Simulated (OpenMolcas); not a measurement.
Kr5+: input and output

Input:

```
&GATEWAY
Coord
1

Kr 0.0 0.0 0.0
Basis=ANO-R2
Group=XYZ
NoMove
AngMom=0.0 0.0 0.0
AMFI
&SEWARD
* reference wave functions (RASSCF and RASSI steps not shown): 1 electron in 3 orbitals (4p)
>>> COPY JOB001 $Project.JobIph
&CASPT2
Multistate=3 1 2 3
Frozen=8 6
IPEA=0.3
Sig1=0.5
MaxIter=60
WThr=0.0 0.3 0.05
PrWF=0.5
NoMix
```

Launched by
```bash
OMP_NUM_THREADS=1 MOLCAS_MEM=2252 MOLCAS_PROJECT=a pymolcas a.inp > a.log  # once for each step of the input, in one work folder
```

Output, cut to the results:

```
--- CASPT2 ---
Orbital specifications:
      -----------------------

      Symmetry species                           1   2
                                                ag  au
      Frozen orbitals                            8   6
      Inactive orbitals                          1   0
      Active orbitals                            0   3
      Secondary orbitals                        26  27
      Deleted orbitals                           0   0
      Number of basis functions                 35  36
Type of calculation                        MS-CASPT2
      Fock operator                              state-specific
      IPEA shift                                 0.30
      Real shift                                 0.00
      Imaginary shift                            0.00
      Sigma^1 regularizer                        0.50
      The input orbitals will be transformed to quasi-canonical
Reference energy:       -2781.4671683663
      E2 (Non-variational):      -0.0512760398
      Shift correction:          -0.0003057168
      E2 (Variational):          -0.0515817566
      Total energy:           -2781.5187501230
      Residual norm:              0.0000002049
      Reference weight:           0.98315
      Contributions to the CASPT2 correlation energy
      Active & Virtual Only:         -0.0000000000
      One Inactive Excited:          -0.0259185032
      Two Inactive Excited:          -0.0253575366
Reference energy:       -2781.4671683663
      E2 (Non-variational):      -0.0512760398
      Shift correction:          -0.0003057168
      E2 (Variational):          -0.0515817566
      Total energy:           -2781.5187501230
      Residual norm:              0.0000002049
      Reference weight:           0.98315
      Contributions to the CASPT2 correlation energy
      Active & Virtual Only:         -0.0000000000
      One Inactive Excited:          -0.0259185032
      Two Inactive Excited:          -0.0253575366
::    CASPT2 Root  1     Total energy:  -2781.51875012
::    CASPT2 Root  2     Total energy:  -2781.51875012
::    CASPT2 Root  3     Total energy:  -2781.51875012
::    MS-CASPT2 Root  1     Total energy:  -2781.51875012
::    MS-CASPT2 Root  2     Total energy:  -2781.51875012
::    MS-CASPT2 Root  3     Total energy:  -2781.51875012
```

Levels above the lowest, from the spin-orbit matrix with the single-state CASPT2 energies, averaged by term, on its diagonal:

```tsv
Configuration	Term	J	E (cm-1)	Measured (cm-1)	g	Term weight %
4s2 4p	2P*	1/2	0.0	0.0	0.666	100
4s2 4p	2P*	3/2	7555	8110	1.334	100
```

Against the measured value (Saloman, J. Phys. Chem. Ref. Data 36, 215 (2007)): 4s2 4p 2P* 3/2: computed 7555, measured 8110 cm-1 (-6.8 %).

With one active electron, CASPT2 adds the correlation within the correlated inactive shells and between them and that electron, and leaves the splitting within a term as the reference gives it. Computed and measured levels are paired by configuration, term and J; levels that our copy of the source lacks, or whose pairing is in doubt (as where it misses far off the trend of its configuration), stay unpaired and out of the deviations. Levels of configurations outside the active space are missing.

The term weight is that of the spin-free term in the level, not the purity of its configuration. * marks odd parity.
